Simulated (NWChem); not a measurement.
Species: PbCl$_{2}$, singlet; SMILES [Cl][Pb][Cl]

```xyz
3

Pb     0.0000     0.0000     0.4664
Cl    -1.9063     0.0000    -1.1248
Cl     1.9063     0.0000    -1.1248
```
Atoms are numbered in this order, from 1.

Low-valent species are run as closed-shell singlets; no triplet was tried in these runs. All runs use the structure optimised with PBE0/def2-SVP. def2 effective core potentials on Pb; no spin-orbit coupling.

Symmetry labels are those of C2v in the frame above (b1 and b2, or b-type labels, depend on it).

### Question
List the 4 lowest vertical singlet excitations from PBE0/def2-SVP with def2 effective core potentials on Pb, TDA (NWChem).

### Answer
```json
[
 {"state": "S1", "energy (eV)": "3.74", "oscillator strength": "0.014", "symmetry": "b2", "leading excitation (squared amplitude)": "HOMO → LUMO (0.99)"},
 {"state": "S2", "energy (eV)": "3.86", "oscillator strength": "0.000", "symmetry": "a2", "leading excitation (squared amplitude)": "HOMO−1 → LUMO (1.00)"},
 {"state": "S3", "energy (eV)": "4.46", "oscillator strength": "0.025", "symmetry": "b1", "leading excitation (squared amplitude)": "HOMO−2 → LUMO (0.90)"},
 {"state": "S4", "energy (eV)": "4.67", "oscillator strength": "0.012", "symmetry": "b2", "leading excitation (squared amplitude)": "HOMO−4 → LUMO (0.99)"}
]
```
